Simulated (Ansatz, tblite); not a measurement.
Removing and adding an electron: `FC(F)(F)C(F)(F)C(F)(F)C(F)(F)C(F)(F)C(F)(F)C(F)(F)C(F)(F)C(F)(F)C(F)(F)CC[S][Au]`. Charge 0, multiplicity 1. Geometry: PBE-D4/def2-SVP. Ansatz, gas phase; energy differences of separate SCF runs; the oxidised species was run as a doublet alone; the reduced species was run as a doublet alone.

```csv
atom,x (Å),y (Å),z (Å)
F1,-2.806,-5.114,2.527
C2,-3.855,-4.277,2.520
F3,-4.363,-4.208,1.280
F4,-4.793,-4.762,3.347
C5,-3.428,-2.861,3.025
F6,-2.678,-3.023,4.138
F7,-4.561,-2.190,3.348
C8,-2.654,-1.917,2.034
F9,-3.472,-1.611,1.001
F10,-2.397,-0.790,2.747
C11,-1.309,-2.456,1.466
F12,-0.488,-2.771,2.491
F13,-1.578,-3.582,0.752
C14,-0.534,-1.519,0.461
F15,0.600,-2.198,0.149
F16,-1.288,-1.384,-0.653
C17,-0.133,-0.091,0.970
F18,0.277,-0.169,2.255
F19,-1.225,0.707,0.887
C20,1.028,0.539,0.118
F21,0.798,0.251,-1.193
F22,2.191,-0.020,0.508
C23,1.115,2.096,0.266
F24,0.082,2.647,-0.425
F25,0.974,2.405,1.579
C26,2.444,2.782,-0.216
F27,2.228,4.121,-0.078
F28,3.432,2.417,0.632
C29,2.919,2.521,-1.682
F30,3.287,1.208,-1.746
F31,4.059,3.268,-1.831
C32,1.913,2.901,-2.758
C33,2.446,2.879,-4.190
S34,2.948,1.260,-4.892
Au35,1.132,-0.065,-4.531
H36,1.031,2.237,-2.674
H37,1.572,3.931,-2.520
H38,3.383,3.474,-4.257
H39,1.704,3.363,-4.856
```

In the def2 sets Au takes a core potential; there is no spin–orbit coupling. The xTB rows come from tblite. Single mean-field runs in def2-SVP are fitted with def2-universal-jkfit. HOMO above LUMO, or a gap near zero within one spin, warns that the state may not be the lowest or that an electron is smeared out.

```
           level  −HOMO (eV)  vertical IE (eV)  −LUMO (eV)  vertical EA (eV)  HOMO–LUMO gap (eV)  IE − EA (eV)                                                                                                               remarks
        GFN1-xTB       11.30             14.43        9.14              5.60                2.16          8.84                                                                                                                     –
        GFN2-xTB       10.00             13.45        7.14              4.52                2.86          8.93                                                                                                                     –
 PBE-D4/def2-SVP        5.30              8.24        3.86              1.36                1.44          6.88  HOMO above zero (-1 doublet), gap within one spin near zero (+1 doublet), gap within one spin near zero (-1 doublet)
PBE0-D4/def2-SVP        6.46              8.42        3.07              1.39                3.40          7.03                                                                                          HOMO above zero (-1 doublet)
ωB97X-V/def2-SVP        8.66              8.36        1.15              1.29                7.52          7.08                                                                                                                     –
```

Relaxing the reduced species (PBE-D4/def2-SVP) changes its energy by -0.20 eV at PBE-D4/def2-SVP, so the adiabatic electron affinity to this nearest minimum is 1.56 eV. At PBE0-D4/def2-SVP it is 1.56 eV. The highest occupied level of the relaxed charge -1 doublet lies above zero (up to 0.76 eV). By energy differences its removal costs 1.56 eV (each at its own geometry, to the charge 0 singlet, at PBE-D4/def2-SVP); self-interaction error and the lack of diffuse functions both raise the level.     A HOMO above zero means that the electron is unbound at that level or that self-interaction error raises the level; the energy of removing that electron tells which. Raw xTB energy differences between charge states are shifted by several eV; the methods need an empirical correction for them. Sets without diffuse functions give affinities that are too small.
